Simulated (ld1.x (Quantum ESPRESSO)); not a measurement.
molybdenum: variants of one RRKJ potential

Base potential:

```json
{
  "Element": "Mo (Z = 42)",
  "Generator": "ld1.x (Quantum ESPRESSO) 7.5",
  "Type": "norm-conserving RRKJ (Kleinman–Bylander form)",
  "Functional": "BP86",
  "Relativity": "scalar-relativistic",
  "Frozen core": "[Ar] 3d10",
  "Valence charge": "14",
  "Reference configuration": "4s2 4p6 4d5 5s1 5p0",
  "Partial waves": "4s (bound): rc 1.55 bohr; 4p (bound): rc 1.90 bohr; 4d (bound): rc 2.30 bohr",
  "Local potential": "the d channel",
  "Core correction": "a·sin(br)/r model core inside 1.10 bohr",
  "rho0": "0.005"
}
```

Occupied shells without a wave of their own: 5s. They enter only through the test configuration that unscreens the potential, and ld1.x also counts them in the model core charge.

Cutoffs, loose and tight: the cutoffs (Ry, on a coarse ladder) from which the occupation-weighted sum of valence levels, in a spherical-Bessel basis at the reference potential, stays within 10 and 1 mRy of its value at 400 Ry. They do not see the model core or the augmentation charge, which bear on the density cutoff. Test errors are all-electron minus pseudo excitation energies from the reference, over the configurations 4s2 4p6 4d5 5s0 5p0; 4s2 4p6 4d4 5s0 5p0; 4s2 4p6 4d3 5s0 5p0; 4s1 4p6 4d5 5s1 5p0; 4s2 4p6 4d5.5 5s0.5 5p0; 4s2 4p5 4d5 5s1 5p0; 4s2 4p6 4d5 5s0 5p1. A dash means not determined; rows that change the core or the reference have their own tests.

With those shells counted twice in exchange and correlation these files are broken, and their errors move erratically; no question is asked of them.

| change | outcome | cutoff, loose | cutoff, tight | bound ghosts | largest test error (meV) |
| --- | --- | --- | --- | --- | --- |
| base | generated | 50 Ry | 55 Ry | none | -541 |
| core correction a·sin(br)/r model core inside 1.32 bohr | generated | 50 Ry | 55 Ry | none | -541 |
| type TM; rho0 0 | generated | 60 Ry | 80 Ry | none | -1023 |
| wave 4d (bound): rc 2.30 bohr becomes 4d (bound): rc 2.10 bohr | generated | 50 Ry | 55 Ry | none | -507 |
| all radii but the core radius scaled by about 1.26 (s 1.94, p 2.38, d 2.90 bohr) | generated | 40 Ry | 50 Ry | none | -684 |
| wave 4p (bound): rc 1.90 bohr becomes 4p (bound): rc 2.04 bohr | generated | 50 Ry | 55 Ry | none | -541 |
| wave 4s (bound): rc 1.55 bohr becomes 4s (bound): rc 1.10 bohr | generated | 120 Ry | 160 Ry | none | -455 |
| functional PBE | generated | 50 Ry | 55 Ry | none | -330 |
| reference 4s2 4p6 4d4 5s0 5p0 | generated | 50 Ry | 55 Ry | none | -97 |
| core correction a·sin(br)/r model core inside 1.08 bohr | generated | 50 Ry | 55 Ry | none | -541 |
